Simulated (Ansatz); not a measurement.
CH₃ClO₂Si (`ClC1O[SiH2]O1`). The species carries charge 0 and has multiplicity 1.

Z-matrix (Å, degrees):
```
C
O 1 1.403
Si 1 2.149 2 51.2
Cl 1 1.787 2 111.5 3 117.8
O 1 1.403 2 102.3 3 -1.5
H 1 1.090 2 112.7 3 -122.9
H 3 1.479 1 124.6 2 90.9
H 3 1.478 1 124.3 2 -89.1
```

Problem. List the harmonic frequencies (cm⁻¹, unscaled) at PBE0-D4/def2-TZVP in Ansatz. (An estimate is asked.)

Solution. Computed: 126, 335, 388, 540, 670, 711, 758, 800, 800, 953, 1009, 1056, 1096, 1299, 1317, 2265, 2271, 3124.

Problem. Is this a minimum?

Solution. Yes, all 18 modes are real.

Problem. Give the ideal-gas thermochemistry at 298.15 K and 1 bar (rigid rotor, harmonic oscillator; point group Cs, symmetry number 1).

Solution. Zero-point energy 116.7 kJ/mol; H(298) − E = 132.5 kJ/mol; entropy 310.0 J/(mol·K), of which translation 167.5, rotation 111.1, vibration 31.4; G(298) − E = 40.1 kJ/mol.

Problem. And at 400, 500, 600, 800 and 1000 K?

Solution. 
```
T (K)  H − E (kJ/mol)  S (J/mol/K)  G − E (kJ/mol)
  400           141.8        336.9             7.1
  500           152.7        361.1           -27.8
  600           164.9        383.2           -65.1
  800           192.0        422.1          -145.7
 1000           221.6        455.2          -233.5
```

Problem. Rotational constants (cm⁻¹)?

Solution. 0.2997, 0.07133, 0.06571.
